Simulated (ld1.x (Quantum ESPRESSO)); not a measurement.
**ruthenium (Ru) TM: all-electron and pseudo phase curves**

```json
{
 "Element": "ruthenium (Ru)",
 "Generator": "ld1.x (Quantum ESPRESSO) 7.5",
 "Type": "norm-conserving Troullier–Martins (Kleinman–Bylander form)",
 "Functional": "LDA (PZ)",
 "Relativity": "fully relativistic",
 "Frozen core": "[Ar] 3d10",
 "Valence charge": "16",
 "Reference configuration": "4s2 4p6 4d7 5s1 5p0",
 "Partial waves": "4s (bound): rc 1.40 bohr; 4d (bound): rc 1.25 bohr; 4p (bound): rc 1.80 bohr",
 "Local potential": "the p channel",
 "Core correction": "full core density, not smoothed (it rises at the typed radius of 1.54 bohr, so ld1.x skipped the fit)"
}
```

Open shells are filled in proportion to 2j + 1 (rel_dist='average').

Occupied shells without a wave of their own: 5s. They enter only through the test configuration that unscreens the potential, and ld1.x also counts them in the model core charge.

The phase is arctan(r·u′/u) with u = r·R(r), unwrapped; energies in Ry, scanned from -8 to 5 Ry. A pole is an energy at which the radial function vanishes at the test radius. The pseudo phase is shifted by a multiple of π to meet the all-electron one at the reference energy, and phase errors are pseudo minus all-electron; the curves can meet again beyond the range given. Levels narrower than the energy grid can be missing from the lists of poles.

**Question.** For each channel, where are the poles, and over which energies does the pseudopotential scatter like the atom?

**Answer.**

```json
{"channel": "s", "radius (bohr)": "1.96", "reference energy (Ry)": "-5.62", "poles, all-electron": "-5.34", "poles, pseudo": "-5.34", "unbroken range about the reference energy with phases within 0.05 rad": "below -0.5", "phase error 1 Ry above the reference energy (rad)": "-0.002"}
{"channel": "p1/2", "radius (bohr)": "1.96", "reference energy (Ry)": "-3.59", "poles, all-electron": "-3.13", "poles, pseudo": "-2.92", "unbroken range about the reference energy with phases within 0.05 rad": "not even at the reference energy", "phase error 1 Ry above the reference energy (rad)": "+0.034"}
{"channel": "p3/2", "radius (bohr)": "1.96", "reference energy (Ry)": "-3.34", "poles, all-electron": "-2.81", "poles, pseudo": "-2.92", "unbroken range about the reference energy with phases within 0.05 rad": "not even at the reference energy", "phase error 1 Ry above the reference energy (rad)": "-0.020"}
{"channel": "d3/2", "radius (bohr)": "1.96", "reference energy (Ry)": "-0.41", "poles, all-electron": "0.92", "poles, pseudo": "0.89", "unbroken range about the reference energy with phases within 0.05 rad": "below 3.4", "phase error 1 Ry above the reference energy (rad)": "-0.004"}
{"channel": "d5/2", "radius (bohr)": "1.96", "reference energy (Ry)": "-0.39", "poles, all-electron": "0.98", "poles, pseudo": "0.94", "unbroken range about the reference energy with phases within 0.05 rad": "below 3.4", "phase error 1 Ry above the reference energy (rad)": "-0.005"}
```

A Bessel basis up to 400 Ry misses an occupied level by 3.53 Ry, so cutoffs and ghosts were not judged. The potential misses its own reference levels by up to 2.3 eV, so it is not fit for use. ld1.x takes every shell without a wave as core, so the model core holds the 5s electrons as well and exchange and correlation see them twice. This cancels in the reference configuration, but the file is broken for other ones, and its errors say nothing about a proper core correction.

Phases in the p1/2 channel:

| E (Ry) | all-electron | pseudo |
| --- | --- | --- |
| -8.00 | 1.362 | 1.361 |
| -7.76 | 1.357 | 1.356 |
| -7.52 | 1.351 | 1.351 |
| -7.28 | 1.345 | 1.345 |
| -7.04 | 1.338 | 1.338 |
| -6.80 | 1.331 | 1.330 |
| -6.56 | 1.322 | 1.322 |
| -6.32 | 1.312 | 1.312 |
| -6.08 | 1.300 | 1.301 |
| -5.84 | 1.286 | 1.288 |
| -5.60 | 1.269 | 1.272 |
| -5.36 | 1.248 | 1.252 |
| -5.12 | 1.218 | 1.226 |
| -4.88 | 1.177 | 1.190 |
| -4.64 | 1.111 | 1.137 |
| -4.40 | 0.991 | 1.051 |
| -4.16 | 0.703 | 0.880 |
| -3.92 | -0.183 | 0.434 |
| -3.68 | -1.112 | -0.604 |
| -3.44 | -1.419 | -1.229 |
| -3.20 | -1.546 | -1.452 |
| -2.96 | -1.616 | -1.558 |
| -2.72 | -1.661 | -1.621 |
| -2.48 | -1.695 | -1.665 |
| -2.24 | -1.722 | -1.698 |
| -2.00 | -1.745 | -1.725 |
| -1.76 | -1.765 | -1.749 |
| -1.52 | -1.785 | -1.771 |
| -1.28 | -1.804 | -1.792 |
| -1.04 | -1.823 | -1.813 |
| -0.80 | -1.843 | -1.835 |
| -0.56 | -1.864 | -1.858 |
| -0.32 | -1.886 | -1.883 |
| -0.08 | -1.911 | -1.911 |
| 0.16 | -1.940 | -1.943 |
| 0.40 | -1.972 | -1.980 |
| 0.64 | -2.009 | -2.023 |
| 0.88 | -2.054 | -2.077 |
| 1.12 | -2.108 | -2.143 |
| 1.36 | -2.174 | -2.228 |
| 1.60 | -2.259 | -2.341 |
| 1.84 | -2.367 | -2.492 |
| 2.08 | -2.508 | -2.696 |
| 2.32 | -2.693 | -2.959 |
| 2.56 | -2.926 | -3.265 |
| 2.80 | -3.195 | -3.565 |
| 3.04 | -3.468 | -3.814 |
| 3.28 | -3.710 | -4.004 |
| 3.52 | -3.904 | -4.144 |
| 3.76 | -4.053 | -4.249 |
| 4.00 | -4.166 | -4.328 |
| 4.24 | -4.254 | -4.390 |
| 4.48 | -4.323 | -4.440 |
| 4.72 | -4.378 | -4.481 |
| 4.96 | -4.423 | -4.515 |
